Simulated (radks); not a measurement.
Question: The mean radii <r> (bohr) of the occupied orbitals of an atom or ion are listed with their occupations. All-electron calculation, Dirac Kohn-Sham, PBE, spin-unpolarised, spherical densities, finite nucleus; Fermi nuclear charge, rms radius of each element as measured or else 0.836 A^(1/3) + 0.57 fm. Program: a radial shooting solver on a logarithmic mesh with Libxc functionals.

orbital  occ.      <r>
1s1/2       2  0.01867
2s1/2       2  0.07835
2p1/2       2  0.06487
2p3/2       4  0.07271
3s1/2       2   0.2043
3p1/2       2   0.1943
3p3/2       4   0.2088
3d3/2       4   0.1829
3d5/2       6   0.1874
4s1/2       2   0.4587
4p1/2       2   0.4644
4p3/2       4   0.4975
4d3/2       4   0.5164
4d5/2       6   0.5279
5s1/2       2    1.101
5p1/2       2    1.219
5p3/2       4    1.324
4f5/2       6   0.6337
4f7/2       8   0.6445
5d3/2     1.2    1.954
5d5/2     1.8    2.014

Name the element and its charge. Open shells, if any, are shared by 2j + 1.

Answer: Z = 73, tantalum, charge +2: Ta2+ in [Xe] 4f14 5d3. The 1s radius gives Z: for a bare nucleus <r> = (2 gamma + 1)/(2Z) with gamma = sqrt(1 - (Z/c)^2), 0.01844 bohr for Z = 73, and screening makes it slightly larger (0.01867 here). The occupations add up to 71, and the charge is Z minus that.
